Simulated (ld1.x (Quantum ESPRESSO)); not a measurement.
## What one change does to a pseudopotential (tungsten (W), RRKJ)

tungsten (W), norm-conserving RRKJ (Kleinman–Bylander form), made with ld1.x (Quantum ESPRESSO) 7.5 (PBE, scalar-relativistic). Core [Xe] 4f14, reference 5d4 6s1.5 6p0 (charge +0.5). Waves: 6p (bound, empty): rc 2.95 bohr; 5d (bound): rc 2.35 bohr; 6s (bound): rc 2.50 bohr. Local part: the s channel. Core correction: none.

All-electron outer shells of the reference configuration (PBE, scalar-relativistic, ld1.x):

| shell | level (eV) | outermost node (bohr) | outermost maximum (bohr) |
| --- | --- | --- | --- |
| 4f | -36.79 | – | 0.43 |
| 6s | -8.86 | 1.28 | 2.61 |
| 5d | -7.98 | 0.63 | 1.49 |
| 6p | -3.97 | 1.53 | 3.52 |

Change: wave 6s (bound): rc 2.50 bohr becomes 6s (bound): rc 2.00 bohr.

Cutoffs: the cutoffs (Ry, on a coarse ladder) from which the occupation-weighted sum of valence levels, in a spherical-Bessel basis at the reference potential, stays within 10 and 1 mRy of its value at 400 Ry; they do not see the model core or the augmentation charge, which bear on the density cutoff. Errors are all-electron minus pseudo energies relative to the spin-unpolarised reference configuration.

**Question.** What does the change do?

**Answer.** The potential gets harder (25 Ry and 30 Ry → 30 Ry and 50 Ry); of the 7 tests that both files solve, the error grows in 4 and shrinks in 2 by more than 15 % and 0.3 meV (median size 3.0 → 4.7 meV); the range in which the s phases agree narrows (upper end 1.6 → 0.6); neither file shows a bound ghost. A smaller radius makes the pseudo-wave follow the all-electron one further in, where it bends more sharply, so more plane waves are needed.

| quantity | base | changed |
| --- | --- | --- |
| cutoff, loose | 25 Ry | 30 Ry |
| cutoff, tight | 30 Ry | 50 Ry |
| loose cutoff by channel (10 mRy a level) | d 21 Ry, s 6 Ry | d 21 Ry, s 18 Ry |
| bound ghosts | none | none |
| error for 5d4 6s2 6p0, meV [ΔE -3.63 eV] | +3.0 | +4.7 |
| error for 5d4 6s1 6p0, meV [ΔE 5.25 eV] | +1.7 | +3.8 |
| error for 5d4 6s0 6p0, meV [ΔE 20.93 eV] | +61 | +75 |
| error for 5d5 6s1 6p0, meV [ΔE -2.09 eV] | -24 | -6.9 |
| error for 5d4 6s1 6p1, meV [ΔE 0.86 eV] | -0.2 | -0.2 |
| error for 5d4 6s0 6p2, meV [ΔE 5.63 eV] | +2.1 | +0.8 |
| error for 5d4 6s0 6p1, meV [ΔE 10.70 eV] | +12 | +15 |
| s: phases at 3.21 bohr within 0.05 rad from the reference energy up to (Ry; the scan ends near 5) | 1.6 | 0.6 |
| p: phases at 3.21 bohr within 0.05 rad from the reference energy up to (Ry; the scan ends near 5) | 2.1 | 2.5 |
| d: phases at 3.21 bohr within 0.05 rad from the reference energy up to (Ry; the scan ends near 5) | 0.7 | 0.8 |
